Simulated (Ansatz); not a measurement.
`OBN[SiH2]O`, charge 0, multiplicity 1.

**Question.** Give a relaxed structure at PBE0-D4/def2-TZVP (Ansatz). (Best estimate.)

**Answer.** Ansatz gave: 
```xyz
11

O     2.0998    0.8400    0.4972
B     1.3061   -0.0289    1.1798
N    -0.0274   -0.3591    0.7943
Si   -0.9389    0.1544   -0.5663
O    -1.1004   -1.0975   -1.6182
H     1.6844    1.2286   -0.2783
H     1.7756   -0.5304    2.1606
H    -0.4751   -1.0297    1.4025
H    -0.1852    1.2806   -1.1853
H    -2.2914    0.6255   -0.1681
H    -1.8473   -1.0835   -2.2180
```
This is one stationary point; other conformers may exist.
